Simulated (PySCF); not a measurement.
Gas-phase reaction: GeH₃Cl + Cl₂ ⇌ GeCl₃ + 3 H

Computed with PySCF (xtb for GFN2) and rigid-rotor harmonic-oscillator thermochemistry at 1 bar. † marks an energy on the PBE0/def2-TZVP geometry and frequencies; other levels use their own. MP2 and CCSD(T) freeze the core. 6-31G* has spherical d functions here. Open shells (unrestricted): GeCl₃ (multiplicity 2), H (multiplicity 2); the rest are closed-shell singlets. GFN2 has no spin-polarisation term. B3LYP is the form with VWN-RPA correlation. Ge: all electrons, no relativistic terms. GeCl₃: computed as isolated molecules; such fragments, hydroxides, amides, oligomers or adducts are transient or little studied in the gas. MP2 isn't extrapolated to the basis-set limit; its ΔH°(298 K) is 386.1 kJ in def2-SVP and 421.8 kJ in def2-TZVPP. CCSD(T) isn't extrapolated to the basis-set limit. The harmonic model lacks anharmonicity and excited electronic states, which grow with temperature; levels with a mode under 35 cm⁻¹ are left out.

| level | ΔE electronic, kJ | ΔH°(298 K), kJ | ΔS°(298 K), J/K | ΔG°(2000 K), kJ |
|---|---|---|---|---|
| B3LYP/6-31G* | 498 | 456 | 195 | 2 |
| CCSD(T)/def2-SVP† | 481 | 438 | 194 | -13 |
| GFN2-xTB | 603 | 564 | 203 | 96 |
| M06-2X/def2-TZVP† | 476 | 433 | 194 | -19 |
| MP2/def2-TZVPP† | 465 | 422 | 194 | -30 |
| PBE/def2-TZVP† | 481 | 438 | 194 | -13 |
| LDA/def2-TZVP† | 557 | 514 | 194 | 63 |
| ωB97M-V/def2-TZVP† | 508 | 465 | 194 | 13 |
| ωB97X-V/def2-TZVP† | 512 | 470 | 194 | 18 |
ΔH° is lowest at MP2/def2-TZVPP† and highest at GFN2-xTB. No reference value is set beside these.
